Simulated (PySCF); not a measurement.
Where the electron goes

C₂H₂O₄Si.
Cartesian coordinates in Å at the GFN2-xTB level; atoms count from 1:
```xyz
9
C2H2O4Si angstrom
O      2.0430   -1.3243   -0.3928
C      1.0521   -0.6949   -0.2086
O     -0.1891   -1.1596   -0.3935
Si    -1.3720   -0.0494   -0.0528
O     -0.3006    1.1422    0.3719
C      0.9813    0.7703    0.2770
O      1.9081    1.4697    0.5303
H     -2.0238    0.3306   -1.2875
H     -2.0853   -0.4786    1.1308
```

Computed, not measured: TDDFT wB97X-D/def2-SVPD, vertical, gas phase, core orbitals frozen in the response in PySCF.

Kohn–Sham orbitals with the atoms that hold most of them (Löwdin shares over 4%, at most four atoms; ? is withheld):

```tsv
orbital	ε (eV)	atoms
HOMO-3	-12.15	O7 24%, O1 24%, O5 18%, O3 18%
HOMO-2	-11.98	O3 17%, O5 17%, Si4 15%, O1 12%
HOMO-1	-11.55	?
HOMO	?	O1 32%, O7 31%, C2 10%, C6 10%
LUMO	-0.47	?
LUMO+1	0.74	Si4 44%, H9 13%, H8 13%, O5 12%
LUMO+2	1.19	Si4 47%, H8 15%, H9 15%, C2 6%
```

Problem. Give the leading atoms of the LUMO.

Solution. C6 (bonded to C and 2 O) 22%; C2 (bonded to C and 2 O) 22%; O7 (bonded to C) 19%; O1 (bonded to C) 19%. By element: carbon 44%, oxygen 38% or more.

Problem. Give the leading atoms of the HOMO-1.

Solution. O7 (bonded to C) 37%; O1 (bonded to C) 37%; O3 (bonded to C and Si) 7%; O5 (bonded to C and Si) 7%.

Problem. What is the HOMO energy, and the HOMO–LUMO gap?

Solution. ε(HOMO) = -10.50 eV; the gap is 10.03 eV (0.3685 hartree).

Problem. The HOMO–LUMO gap is 10.03 eV. Where does the response calculation put the lowest singlet, and from which orbitals?

Solution. S1 is at 4.38 eV (f = 0.0000), 5.65 eV below the gap, made of HOMO→LUMO (97%). Without the coupling terms of the response equations the lowest excitation would equal the gap.

Problem. Give energy, strength and leading configuration of S1, S2, S4, S5 and S8, and follow the Löwdin shares of the leading atoms from the occupied to the empty orbital.

Solution. 
- S1 (4.38 eV, f 0.0000), HOMO→LUMO (97%): O1 32% → 19%, O7 31% → 19%, C6 10% → 22%, C2 10% → 22%
- S2 (5.29 eV, f 0.0000), HOMO-1→LUMO (93%): O7 37% → 19%, O1 37% → 19%, C6 at most 8% → 22%, C2 at most 8% → 22%
- S4 (7.28 eV, f 0.183), HOMO-2→LUMO (94%): O3 17% → at most 19%, O5 17% → at most 19%, C6 at most 12% → 22%, C2 at most 12% → 22%
- S5 (7.49 eV, f 0.0054), HOMO→LUMO+1 (76%): O1 32% → at most 13%, O7 31% → at most 13%, Si4 at most 11% → 44%, H9 at most 11% → 13%
- S8 (7.91 eV, f 0.0000), HOMO-2→LUMO+1 (78%): O3 17% → at most 13%, O5 17% → 12%, Si4 15% → 44%, H9 at most 12% → 13%
